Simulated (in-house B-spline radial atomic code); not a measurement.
The numbers below are computed, except where a source is named.
## Softness against transferability: the 4p channel of As

As, [Ar] 3d10 4s2 4p3, non-relativistic LDA (VWN5), spherical and spin-unpolarised, from an all-electron radial atomic-structure program (B-spline basis) (atomic units). The all-electron 4p level is ε = -0.197497 hartree, its outermost node lies just inside 0.79 bohr and its outer maximum at 1.97 bohr.

Troullier-Martins pseudo-orbitals are made for several radii. The cutoffs (hartree) are the plane-wave energies beyond which the orbital holds less than the named kinetic energy per electron. The phase error is the difference, pseudo minus all-electron, of arctan(R P'/P) at R = 3.05 bohr for all radii, half a hartree below and above the level.

| r_c (bohr) | V_l(0) (hartree) | cutoff for 10 mEh | for 1 mEh | for 0.1 mEh | phase error at ε − 0.5 (mrad) | at ε + 0.5 (mrad) |
| --- | --- | --- | --- | --- | --- | --- |
| 1.47 | -4.92 | 2.69 | 21.3 | 41.6 | -0.3 | -2.6 |
| 1.71 | -0.22 | 2.51 | 8.82 | 17.8 | -0.2 | -1.7 |
| 1.96 | -0.17 | 2.51 | 8.65 | 13.3 | -0.3 | -1.7 |
| 2.22 | -0.74 | 2.42 | 7.22 | 10.6 | -0.4 | -2.8 |
| 2.48 | -1.13 | 2.42 | 3.7 | 8.65 | -0.7 | -4.7 |
| 2.75 | -1.35 | 2.42 | 3.48 | 6.77 | -1.3 | -7.3 |

Task: Which radius needs the lowest cutoff for 0.1 mEh while both phase errors stay within 2.9 mrad?

Result: The radii within that limit are 1.47, 1.71, 1.96, 2.22 bohr; of these r_c = 2.22 needs the least, 10.6 hartree, that is 21.2 Ry or 288 eV.

Task: What does the larger radius buy, and what does it cost?

Result: From r_c = 1.47 to 2.75 bohr the cutoff for 1 mEh goes from 21.3 to 3.48 hartree, a factor of 6.12, against 3.50 for a pure 1/r_c² scaling, end to end; step by step it is 21.3, 8.82, 8.65, 7.22, 3.7, 3.48, and for 0.1 mEh 41.6, 17.8, 13.3, 10.6, 8.65, 6.77; the number of plane waves goes as the cutoff to the power 3/2, here a factor of 15.1. The larger of the two phase errors is least at r_c = 1.71 bohr, 1.7 mrad; it is 2.6 at the smallest radius and 7.3 at the largest. These errors test the reference atom alone. The smallest radius lies well inside the outer maximum, where the nodeless form must bend sharply to keep the norm, so it is both harder and scatters less well than the next. Large radii also let the cores of neighbours overlap, which an atom doesn't show.
